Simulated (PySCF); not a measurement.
Several molecules and their computed UV-vis stick spectra, shuffled. Method: PySCF 2.14.0, density-fitted response routines, TDDFT PBE0/def2-SVPD, vertical, gas phase, core orbitals frozen in the response. Geometries: GFN2-xTB; one conformer of each isolated species. Triplets are in the Tamm–Dancoff approximation.

A. `CN[SiH2]n1cnnc1F`
B. `N#Cc1ccc(O)cc1`
C. `N#Cc1ccccc1N`
D. `N#C[C@]12C=C[C@H](C=C1)O2`
E. `N#Cc1cccc(c1)O`

Lowest singlet levels (six at most, fewer where fewer were computed) with oscillator strengths:

1. 4.79 eV (f 0.063); 5.60 eV (f 0.091); 6.27 eV (f 0.000); 6.38 eV (f 0.574); 6.49 eV (f 0.000); 6.72 eV (f 0.314); T1 3.59 eV
2. 4.61 eV (f 0.000); 5.46 eV (f 0.000); 5.92 eV (f 0.007); 6.02 eV (f 0.000); 6.49 eV (f 0.067); 6.78 eV (f 0.004); T1 3.08 eV
3. 5.88 eV (f 0.001); 5.94 eV (f 0.003); 6.37 eV (f 0.003); 6.42 eV (f 0.001); 6.47 eV (f 0.003); 6.66 eV (f 0.025); T1 4.86 eV
4. 4.32 eV (f 0.088); 5.43 eV (f 0.053); 5.89 eV (f 0.012); 6.12 eV (f 0.085); 6.15 eV (f 0.490); 6.51 eV (f 0.005); T1 3.37 eV
5. 5.05 eV (f 0.013); 5.42 eV (f 0.318); 6.17 eV (f 0.000); 6.48 eV (f 0.289); 6.64 eV (f 0.000); 6.84 eV (f 0.000); T1 3.65 eV

Question: Match each spectrum to its molecule.

Answer: 1 = E, 2 = D, 3 = A, 4 = C, 5 = B.
- A: S1 at 5.88 eV, HOMO→LUMO+1 (61%), HOMO→LUMO (18%), HOMO→LUMO+2 (14%); Löwdin shares by element: HOMO nitrogen 77% or more, carbon 16% or more; LUMO silicon 27%, carbon 14% or more, hydrogen 9% or more, nitrogen 9% or more (atoms not listed hold the other 41%); HOMO -7.56 and LUMO -0.36 eV.
- B: S1 at 5.05 eV, HOMO→LUMO+1 (74%), HOMO-1→LUMO (25%); Löwdin shares by element: HOMO carbon 32% or more, oxygen 16%, nitrogen 12% (atoms not listed hold the other 40%); LUMO carbon 45% or more, nitrogen 12% (atoms not listed hold the other 43%); HOMO -7.21 and LUMO -1.31 eV; point group Cs, 3 of its 6 listed states under f = 0.0005.
- C: S1 at 4.32 eV, HOMO→LUMO (92%); Löwdin shares by element: HOMO carbon 39% or more, nitrogen 26% or more (atoms not listed hold the other 34%); LUMO carbon 47% or more, nitrogen 12% or more (atoms not listed hold the other 42%); HOMO -6.53 and LUMO -1.34 eV.
- D: S1 at 4.61 eV, HOMO→LUMO (99%); Löwdin shares by element: HOMO carbon 78% or more (atoms not listed hold the other 22%); LUMO carbon 69% or more (atoms not listed hold the other 31%); HOMO -7.23 and LUMO -1.51 eV; point group Cs, 3 of its 6 listed states under f = 0.0005.
- E: S1 at 4.79 eV, HOMO→LUMO (81%), HOMO-1→LUMO+1 (10%); Löwdin shares by element: HOMO carbon 48% or more, oxygen 19% (atoms not listed hold the other 33%); LUMO carbon 48% or more, nitrogen 12% (atoms not listed hold the other 40%); HOMO -7.31 and LUMO -1.65 eV; point group Cs, 2 of its 6 listed states under f = 0.0005.
